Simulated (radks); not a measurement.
The tin ion Sn13+ is in [Kr] 4d1. Calculated with a radial shooting solver on a logarithmic mesh with Libxc functionals: scalar-relativistic Kohn-Sham, r2SCAN, spin-polarised, spherical densities, finite nucleus; meta-GGA in the generalised Kohn-Sham scheme; Fermi nuclear charge, rms radius of each element as measured or else 0.836 A^(1/3) + 0.57 fm. Open shells are filled with parallel spins first. One electron is removed from 4p, 4d, 3d, 4s in turn, with full relaxation. Which removal costs least, and what does each cost?

Answer. 4d 282.48 eV; 4p 356.27 eV; 4s 406.40 eV; 3d 792.22 eV. The 4d electron leaves first.
